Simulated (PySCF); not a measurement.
Compound: CH6NOPSi.
SMILES: `NC(=O)[SiH2]P`

Torsions of this conformer, `[NH2:1][C:2](=[O:3])[SiH2:4][PH2:5]`: N1–C2–Si4–P5 17°, H–N1–C2–O3 -2°, H–N1–C2–O3 -177°, H–P5–Si4–C2 84°, H–P5–Si4–C2 179°.

The closed-shell ground state was solved at several levels (PySCF, density fitting, gas phase, non-relativistic). Isolated species at its PBE0-D3(BJ)/def2-SVP geometry (one conformer only).

```json
{"level": "B3LYP/pcSseg-2", "basis functions": "278", "HOMO (eV)": "-6.91", "LUMO (eV)": "-0.70", "gap (eV)": "6.21", "dipole (D)": "3.10"}
{"level": "PBE0/pcSseg-1", "basis functions": "129", "HOMO (eV)": "-7.09", "LUMO (eV)": "-0.33", "gap (eV)": "6.76", "dipole (D)": "2.87"}
```

(1) What might wB97X-D/def2-SVPD (159 basis functions) give for the same quantities?

(2) Over all these levels, which gives the widest orbital gap and which the narrowest?

(3) How far do the dipole and the HOMO energy spread over the levels?

Results:

(1) HOMO -9.03 eV, LUMO 1.25 eV, gap 10.28 eV, dipole 3.17 D.

(2) wB97X-D/def2-SVPD (range-separated hybrid) has the widest, 10.28 eV, and B3LYP/pcSseg-2 (global hybrid, 20 % exact exchange) the narrowest, 6.21 eV. Functional and basis both differ between the two, so the spread mixes both effects.

(3) The dipole runs from 2.87 to 3.17 D (mean 3.05 D) and the HOMO from -9.03 to -6.91 eV.
